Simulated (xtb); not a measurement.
xtb job for Be(Me)(GeH3) (CH₆BeGe), SMILES [CH3][Be][GeH3], GFN2-xTB. 

```
$ xtb mol.xyz --gfn 2 --sp --chrg 0 --uhf 0 --json
$ cat mol.xyz
9

Be    -0.18751131     1.01156738    -0.73238655
C     -0.42842144     2.38593267    -1.73609032
H     -1.23475097     3.04680026    -1.41272908
H     -0.67707805     2.14833994    -2.77216940
H      0.44026365     3.04253429    -1.81373032
Ge     0.12742294    -0.70885146     0.51573935
H      0.95335617    -1.85756990    -0.00072060
H      0.81514931    -0.54837744     1.84601952
H     -1.05390017    -1.51034584     0.99575903
```

It prints:

```
[banner left out]
          |                Calculation Setup                |
           -------------------------------------------------



           -------------------------------------------------
          |                 G F N 2 - x T B                 |
           -------------------------------------------------

        Reference                      10.1021/acs.jctc.8b01176
      * Hamiltonian:
        H0-scaling (s, p, d)           1.850000    2.230000    2.230000
        zeta-weighting                 0.500000
      * Dispersion:
        s8                             2.700000
        a1                             0.520000
        a2                             5.000000
        s9                             5.000000
      * Repulsion:
        kExp                           1.500000    1.000000
        rExp                           1.000000
      * Coulomb:
        alpha                          2.000000
        third order                    shell-resolved
        anisotropic                    true
        a3                             3.000000
        a5                             4.000000
        cn-shift                       1.200000
        cn-exp                         4.000000
        max-rad                        5.000000


          ...................................................
          :                      SETUP                      :
          :.................................................:
          :  # basis functions                  24          :
          :  # atomic orbitals                  23          :
          :  # shells                           13          :
          :  # electrons                        16          :
          :  max. iterations                   250          :
          :  Hamiltonian                  GFN2-xTB          :
          :  restarted?                      false          :
          :  GBSA solvation                  false          :
          :  PC potential                    false          :
          :  electronic temp.          300.0000000     K    :
          :  accuracy                    1.0000000          :
          :  -> integral cutoff          0.2500000E+02      :
          :  -> integral neglect         0.1000000E-07      :
          :  -> SCF convergence          0.1000000E-05 Eh   :
          :  -> wf. convergence          0.1000000E-03 e    :
          :  Broyden damping             0.4000000          :
          :  net charge                          0          :
          :  unpaired electrons                  0          :
          ...................................................

 iter      E             dE          RMSdq      gap      omega  full diag
   1     -1.2030788 -0.120308E+01  0.166E+01    1.30       0.0  T
   2     -3.6640503 -0.246097E+01  0.324E+01    5.24       1.0  T
   3     -4.7707336 -0.110668E+01  0.225E+01    6.03       1.0  T
   4     -4.9835357 -0.212802E+00  0.137E+01    1.44       1.0  T
   5     -7.2312140 -0.224768E+01  0.560E+00    5.70       1.0  T
   6     -7.4327236 -0.201510E+00  0.489E+00    5.60       1.0  T
   7     -7.3547170  0.780066E-01  0.495E+00    5.74       1.0  T
   8     -7.8367604 -0.482043E+00  0.274E+00    3.80       1.0  T
   9     -7.7953551  0.414052E-01  0.275E+00    4.65       1.0  T
  10     -7.6028880  0.192467E+00  0.325E+00    3.07       1.0  T
  11     -7.7394328 -0.136545E+00  0.226E+00    3.38       1.0  T
  12     -7.8008484 -0.614156E-01  0.132E+00    3.59       1.0  T
  13     -7.8373588 -0.365104E-01  0.176E-01    3.97       1.0  T
  14     -7.8378417 -0.482947E-03  0.126E-01    4.01       1.0  T
  15     -7.8376578  0.183898E-03  0.135E-01    3.99       1.0  T
  16     -7.8380732 -0.415412E-03  0.424E-02    4.03       1.0  T
  17     -7.8381274 -0.541845E-04  0.174E-02    4.04       1.9  T
  18     -7.8381343 -0.693774E-05  0.132E-02    4.05       2.5  T
  19     -7.8381351 -0.741009E-06  0.291E-03    4.05      11.5  T
  20     -7.8381351 -0.118409E-07  0.440E-03    4.05       7.6  T
  21     -7.8381351 -0.340743E-08  0.163E-03    4.05      20.5  T
  22     -7.8381351 -0.575790E-09  0.369E-04    4.05      90.4  T
  23     -7.8381351 -0.251047E-09  0.234E-05    4.05    1423.8  T

   *** convergence criteria satisfied after 23 iterations ***

         #    Occupation            Energy/Eh            Energy/eV
      -------------------------------------------------------------
         1        2.0000           -0.5721274             -15.5684
         2        2.0000           -0.5681223             -15.4594
         3        2.0000           -0.4602660             -12.5245
         4        2.0000           -0.4602527             -12.5241
         5        2.0000           -0.4109831             -11.1834
         6        2.0000           -0.4075228             -11.0893
         7        2.0000           -0.4074943             -11.0885
         8        2.0000           -0.3724602             -10.1352 (HOMO)
         9                         -0.2236024              -6.0845 (LUMO)
        10                         -0.2235713              -6.0837
        11                         -0.0627559              -1.7077
        12                         -0.0539189              -1.4672
        13                         -0.0536622              -1.4602
       ...                                ...                  ...
        23                          1.1621567              31.6239
      -------------------------------------------------------------
                  HL-Gap            0.1488578 Eh            4.0506 eV
             Fermi-level           -0.2980313 Eh           -8.1098 eV

 SCC (total)                   0 d,  0 h,  0 min,  0.008 sec
 SCC setup                      ...        0 min,  0.000 sec (  1.908%)
 Dispersion                     ...        0 min,  0.000 sec (  0.642%)
 classical contributions        ...        0 min,  0.000 sec (  0.340%)
 integral evaluation            ...        0 min,  0.001 sec (  8.090%)
 iterations                     ...        0 min,  0.006 sec ( 71.210%)
 molecular gradient             ...        0 min,  0.001 sec ( 16.357%)
 printout                       ...        0 min,  0.000 sec (  1.226%)

         :::::::::::::::::::::::::::::::::::::::::::::::::::::
         ::                     SUMMARY                     ::
         :::::::::::::::::::::::::::::::::::::::::::::::::::::
         :: total energy              -7.753047348386 Eh    ::
         :: gradient norm              0.000096694822 Eh/a0 ::
         :: HOMO-LUMO gap              4.050627239720 eV    ::
         ::.................................................::
         :: SCC energy                -7.838132447483 Eh    ::
         :: -> isotropic ES           -0.022594779971 Eh    ::
         :: -> anisotropic ES          0.002286390894 Eh    ::
         :: -> anisotropic XC          0.002370719403 Eh    ::
         :: -> dispersion             -0.002948789883 Eh    ::
         :: repulsion energy           0.085085099097 Eh    ::
         :: add. restraining           0.000000000000 Eh    ::
         :: total charge              -0.000000000000 e     ::
         :::::::::::::::::::::::::::::::::::::::::::::::::::::

           -------------------------------------------------
          |                Property Printout                |
           -------------------------------------------------

    * Orbital Energies and Occupations

         #    Occupation            Energy/Eh            Energy/eV
      -------------------------------------------------------------
         1        2.0000           -0.5721274             -15.5684
         2        2.0000           -0.5681223             -15.4594
         3        2.0000           -0.4602660             -12.5245
         4        2.0000           -0.4602527             -12.5241
         5        2.0000           -0.4109831             -11.1834
         6        2.0000           -0.4075228             -11.0893
         7        2.0000           -0.4074943             -11.0885
         8        2.0000           -0.3724602             -10.1352 (HOMO)
         9                         -0.2236024              -6.0845 (LUMO)
        10                         -0.2235713              -6.0837
        11                         -0.0627559              -1.7077
        12                         -0.0539189              -1.4672
        13                         -0.0536622              -1.4602
        14                          0.0896043               2.4383
        15                          0.0901446               2.4530
        16                          0.1104819               3.0064
        17                          0.2101172               5.7176
        18                          0.2103790               5.7247
        19                          0.2304415               6.2706
       ...                                ...                  ...
        23                          1.1621567              31.6239
      -------------------------------------------------------------
                  HL-Gap            0.1488578 Eh            4.0506 eV
             Fermi-level           -0.2980313 Eh           -8.1098 eV

     #   Z          covCN         q      C6AA      α(0)
     1   4 Be       1.743     0.468    14.311     8.797
     2   6 C        3.612    -0.292    27.162     7.524
     3   1 H        0.924     0.029     2.598     2.521
     4   1 H        0.924     0.029     2.598     2.520
     5   1 H        0.924     0.029     2.598     2.520
     6  32 Ge       3.714    -0.044   172.981    23.613
     7   1 H        0.937    -0.073     4.710     3.393
     8   1 H        0.937    -0.073     4.706     3.392
     9   1 H        0.937    -0.073     4.706     3.392

 Mol. C6AA /au·bohr⁶  :       1091.905691
 Mol. C8AA /au·bohr⁸  :      46777.464127
 Mol. α(0) /au        :         57.673024


Wiberg/Mayer (AO) data.
largest (>0.10) Wiberg bond orders for each atom

 ---------------------------------------------------------------------------
     #   Z sym  total        # sym  WBO       # sym  WBO       # sym  WBO
 ---------------------------------------------------------------------------
     1   4 Be   2.147 --     2 C    1.009     6 Ge   0.787
     2   6 C    3.890 --     1 Be   1.009     3 H    0.956     4 H    0.955
                             5 H    0.955
     3   1 H    0.999 --     2 C    0.956
     4   1 H    0.999 --     2 C    0.955
     5   1 H    0.999 --     2 C    0.955
     6  32 Ge   3.445 --     9 H    0.887     8 H    0.887     7 H    0.887
                             1 Be   0.787
     7   1 H    0.994 --     6 Ge   0.887
     8   1 H    0.994 --     6 Ge   0.887
     9   1 H    0.994 --     6 Ge   0.887
 ---------------------------------------------------------------------------

Topologies differ in total number of bonds
Writing topology from bond orders to xtbtopo.mol

molecular dipole:
                 x           y           z       tot (Debye)
 q only:       -0.121       0.636      -0.458
   full:       -0.176       0.942      -0.682       2.990
molecular quadrupole (traceless):
                xx          xy          yy          xz          yz          zz
 q only:        2.165       0.785      -2.119      -0.571       3.222      -0.046
  q+dip:        1.201       0.442      -1.182      -0.321       1.789      -0.020
   full:        2.191       0.805      -2.151      -0.585       3.264      -0.039


           -------------------------------------------------
          | TOTAL ENERGY               -7.753047348386 Eh   |
          | GRADIENT NORM               0.000096694822 Eh/α |
          | HOMO-LUMO GAP               4.050627239720 eV   |
           -------------------------------------------------

------------------------------------------------------------------------
Note: The following floating-point exceptions are signalling: IEEE_UNDERFLOW_FLAG IEEE_DENORMAL
normal termination of xtb
------------------------------------------------------------------------
 total:
 SCF:
```

The run converged.

Cost: about 0.04 core-seconds (a rough figure).
